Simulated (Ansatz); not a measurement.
`NBO[SiH2]F` + `C[NH][GeH3]` → `CNBN` + `F[SiH2][O][GeH3]`  (redistribution)

Gas-phase electronic energies from Ansatz, PBE0-D4/def2-TZVP geometries. CCSD(T)/CBS is the MP2 limit (def2-TZVPP, def2-QZVPP) plus CCSD(T) − MP2 in def2-TZVPP, frozen cores. Functionals use def2-TZVPP. B3LYP here is the variant with VWN-RPA as its local correlation; programs differ in this. For Ge outer-core shells are correlated without core-valence functions, which leaves a few kJ/mol of doubt a bond. Scalar relativity is left out up to krypton. Each species was taken in one conformer, which may not be the lowest.

```
             level  ΔE (kJ/mol)
         r2SCAN-D4        -18.2
           PBE0-D4        -18.5
          B3LYP-D4        -19.0
            r2SCAN        -18.3
    MP2/def2-TZVPP        -16.9
SCS-MP2/def2-TZVPP        -17.9
SCS-MP2/def2-QZVPP        -18.1
      HF/CBS(def2)        -20.7
```

**Question.** What does CCSD(T)/CBS give? (An estimate is asked.)

**Answer.** Computed: -15.6 kJ/mol. The listed levels differ from it by -2.6, -2.9, -3.4, -2.7, -1.3, -2.3, -2.5, -5.1 kJ/mol.

Largest T1 diagnostic among the species: 0.012.
